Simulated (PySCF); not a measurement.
TPSS on Cr⁻ (chromium, charge -1), [Ar] 3d5 4s2, high-spin 6S determinant. Computed with PySCF 2.14 in aug-cc-pVTZ with one added diffuse shell each of s, p, d, f, g type (9s8p6d4f3g, 118 functions), with the non-relativistic Hamiltonian (point nucleus).

```
cycle= 1 E= -1044.48823943905  delta_E= -0.0185  |g|= 0.199  |ddm|= 3.21
cycle= 2 E= -1044.44359542269  delta_E= 0.0446  |g|= 0.458  |ddm|= 1.79
cycle= 3 E= -1044.49648379686  delta_E= -0.0529  |g|= 0.0482  |ddm|= 1.73
cycle= 4 E= -1044.49971836614  delta_E= -0.00323  |g|= 0.0377  |ddm|= 1.11
cycle= 5 E= -1044.50076809537  delta_E= -0.00105  |g|= 0.0126  |ddm|= 0.278
cycle= 6 E= -1044.50110213791  delta_E= -0.000334  |g|= 0.00496  |ddm|= 0.191
cycle= 7 E= -1044.50116022491  delta_E= -5.81e-05  |g|= 0.00166  |ddm|= 0.14
cycle= 8 E= -1044.50118205953  delta_E= -2.18e-05  |g|= 0.000785  |ddm|= 0.181
cycle= 9 E= -1044.50118436136  delta_E= -2.3e-06  |g|= 0.00027  |ddm|= 0.0225
cycle= 10 E= -1044.50118453698  delta_E= -1.76e-07  |g|= 2.6e-05  |ddm|= 0.00653
cycle= 11 E= -1044.50118454187  delta_E= -4.9e-09  |g|= 7.24e-06  |ddm|= 0.00371
cycle= 12 E= -1044.5011845428  delta_E= -9.32e-10  |g|= 2.13e-06  |ddm|= 0.00145
converged SCF energy = -1044.5011845428  <S^2> = 8.9365354  2S+1 = 6.0618596
```

Highest occupied orbital energy: 1.077 eV; ⟨L²⟩ = 0.00; populations by l: s 8.00, p 12.00, d 5.00, f 0.00.

Task: Can this result be used?

Result: With care. The calculation finished and met its thresholds. ⟨S²⟩ = 8.94 against 8.75 shows spin contamination. At TPSS the highest occupied level has a positive energy, so only the finite basis holds that electron; in a semilocal or global hybrid functional this comes from self-interaction and does not mean that the real anion is unbound.
